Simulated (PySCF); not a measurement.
# PySCF run on BeH

The script input.py:

```python
from pyscf import gto, dft

mol = gto.M(
    atom='Be 0 0 0; H 0 0 1.28',
    basis='pcseg-2',
    charge=0,
    spin=1,
    verbose=4,
)
mf = dft.UKS(mol, xc='lc_wpbe')
mf = mf.density_fit(auxbasis='def2-universal-jkfit')
mf.kernel()
mf.analyze()
print('orbital energies (hartree):', [e[max(0, n-3):n+3].round(4) for e, n in zip(mf.mo_energy, mol.nelec)])
```

```bash
$ python input.py
```

It prints (some set-up lines and the per-cycle HOMO/LUMO lines with their warnings removed):

```
PySCF version 2.14.0

[INPUT] Symbol           X                Y                Z      unit          X                Y                Z       unit  Magmom
[INPUT]  1 Be     0.000000000000   0.000000000000   0.000000000000 AA    0.000000000000   0.000000000000   0.000000000000 Bohr   0.0
[INPUT]  2 H      0.000000000000   0.000000000000   1.280000000000 AA    0.000000000000   0.000000000000   2.418849439443 Bohr   0.0

nuclear repulsion = 1.653678784125
number of shells = 6
number of NR pGTOs = 45
number of NR cGTOs = 29
basis = pcseg-2
ecp = {}

******** <class 'pyscf.df.df_jk.DFUKS'> ********
method = DFUKS
initial guess = minao
damping factor = 0
level_shift factor = 0
DIIS = <class 'pyscf.scf.diis.CDIIS'>
SCF conv_tol = 1e-09
SCF max_cycles = 50
number electrons alpha = 3  beta = 2
XC functionals = lc_wpbe

grids dens level: 3
tot grids = 23536
Create RSH-DF object <pyscf.df.df.DF object> for omega=0.4
******** <class 'pyscf.df.df.DF'> ********
auxbasis = auxmol.basis = def2-universal-jkfit
init E= -15.1823447767248

cycle= 1 E= -15.2130454717773  delta_E= -0.0307  |g|= 0.0834  |ddm|= 0.738
cycle= 2 E= -15.2289961170277  delta_E= -0.016  |g|= 0.0392  |ddm|= 0.268
cycle= 3 E= -15.2341103165182  delta_E= -0.00511  |g|= 0.0117  |ddm|= 0.216
cycle= 4 E= -15.2345880872531  delta_E= -0.000478  |g|= 0.00429  |ddm|= 0.063
cycle= 5 E= -15.2346455046022  delta_E= -5.74e-05  |g|= 0.00115  |ddm|= 0.0203
cycle= 6 E= -15.2346485449571  delta_E= -3.04e-06  |g|= 0.000176  |ddm|= 0.00393
cycle= 7 E= -15.234648625872  delta_E= -8.09e-08  |g|= 4.12e-05  |ddm|= 0.000626
cycle= 8 E= -15.2346486296334  delta_E= -3.76e-09  |g|= 9.25e-06  |ddm|= 0.000131
cycle= 9 E= -15.2346486025253  delta_E= 2.71e-08  |g|= 1.13e-06  |ddm|= 6.55e-05
cycle= 10 E= -15.2346486025283  delta_E= -2.98e-12  |g|= 1.64e-07  |ddm|= 1.06e-05
Extra cycle  E= -15.2346486025284  delta_E= -6.04e-14  |g|= 6.42e-08  |ddm|= 5.8e-07
converged SCF energy = -15.2346486025284  <S^2> = 0.75079593  2S+1 = 2.0007958
**** SCF Summaries ****
Total Energy =                         -15.234648602528351
Nuclear Repulsion Energy =               1.653678784125000
One-electron Energy =                  -22.950220480502200
Two-electron Energy =                    6.061893093848846
Two-electron Coulomb Energy =            9.231628667214995
DFT Exchange-Correlation Energy =       -3.169735573366149
**** MO energy ****
                             alpha | beta                alpha | beta
MO #1   energy= -4.0967686625407   | -4.08800190747944  occ= 1 | 1
MO #2   energy= -0.475626249344283 | -0.458618816906973 occ= 1 | 1
MO #3   energy= -0.303413345854607 | 0.00810534591293965 occ= 1 | 0
MO #4   energy= 0.0257595888532371 | 0.0493180951367251 occ= 0 | 0
MO #5   energy= 0.0257595888532781 | 0.049318095136959  occ= 0 | 0
MO #6   energy= 0.0892994185232263 | 0.104679391970167  occ= 0 | 0
[23 lines left out]

To work with the spin densities directly, `use mulliken_meta_spin()` only printing them here.

 ** Mulliken spin pop alpha/beta on meta-lowdin orthogonal AOs **
 ** Mulliken Spin Density (per AO)  **
 ** Mulliken Spin Density (per atom)  **
spin density of  0 Be =      0.77996
spin density of  1 H =      0.22004
 ** Mulliken pop alpha/beta on meta-lowdin orthogonal AOs **
 ** Mulliken pop       alpha | beta **
pop of  0 Be 1s        0.99991 | 0.99986
pop of  0 Be 2s        0.89710 | 0.26291
pop of  0 Be 3s        0.00328 | 0.00180
pop of  0 Be 4s        0.00070 | 0.00027
pop of  0 Be 2px       0.00000 | 0.00000
pop of  0 Be 2py       0.00000 | 0.00000
pop of  0 Be 2pz       0.15018 | 0.02330
pop of  0 Be 3px       0.00000 | 0.00000
pop of  0 Be 3py       0.00000 | 0.00000
pop of  0 Be 3pz       0.00416 | 0.00416
pop of  0 Be 3dxy      0.00000 | 0.00000
pop of  0 Be 3dyz      0.00000 | 0.00000
[17 lines left out]
In total             3.00000 | 2.00000
 ** Mulliken atomic charges   ( Nelec_alpha | Nelec_beta ) **
charge of  0Be =      0.63348  (     2.07324      1.29328 )
charge of  1H =     -0.63348  (     0.92676      0.70672 )
Dipole moment(X, Y, Z, Debye): -0.00000, -0.00000, -0.17468
orbital energies (hartree): [array([-4.0968, -0.4756, -0.3034,  0.0258,  0.0258,  0.0893]), array([-4.088 , -0.4586,  0.0081,  0.0493,  0.0493])]
```

In short: E(SCF) = -15.234649 Eh, 10 cycles, ⟨S²⟩ = 0.751, μz(SCF) = -0.17 D.

Wall time 1.5 s on one thread of a shared host.

The bond length is a typed value, not an optimised one. No search for the lowest solution was made.
